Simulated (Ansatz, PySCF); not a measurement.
Gas-phase reaction R1 → P1 + P2, each structure at its B3LYP-D3(BJ)/def2-TZVP stationary point, reached from a drawn start (curvature not checked).
R1: CH6Si (SMILES C[SiH3]), charge 0, multiplicity 1.
P1: CH4Si (SMILES C[SiH]), charge 0, multiplicity 1.
P2: H2 (SMILES [H][H]), charge 0, multiplicity 1.

P less R. No zero-point or thermal terms.

Cores are frozen in the correlated methods. CBS(a, b) extrapolates the correlation energy as X⁻³ and adds the Hartree–Fock energy of set b.

The values were computed with Ansatz (Gaussian basis) for Hartree–Fock, density functionals and correlated methods; PySCF for the D3/D4 terms. All values are computed, each at the level named.

| level | reaction energy (kJ/mol) |
|---|---|
| BLYP/def2-TZVPP | 231.2 |
| BLYP-D4/def2-TZVPP | 235.3 |
| revPBE/def2-TZVPP | 236.5 |
| BHLYP/def2-TZVPP | 263.4 |
| BHLYP-D4/def2-TZVPP | 265.4 |
| B2PLYP-D3(BJ)/def2-TZVPP | 256.0 |
| MP2/cc-pV(Q+d)Z | 265.6 |
| CCSD(T)/cc-pV(T+d)Z | [?] |
| CCSD(T)/CBS(cc-pV(T+d)Z, cc-pV(Q+d)Z) | [?] |

**Question.** Some entries are withheld; supply them.

**Answer.** 
- CCSD(T)/cc-pV(T+d)Z, reaction energy (kJ/mol): 249.0
- CCSD(T)/CBS(cc-pV(T+d)Z, cc-pV(Q+d)Z), reaction energy (kJ/mol): 256.3

Ansatz is a quantum-chemistry and plane-wave program.
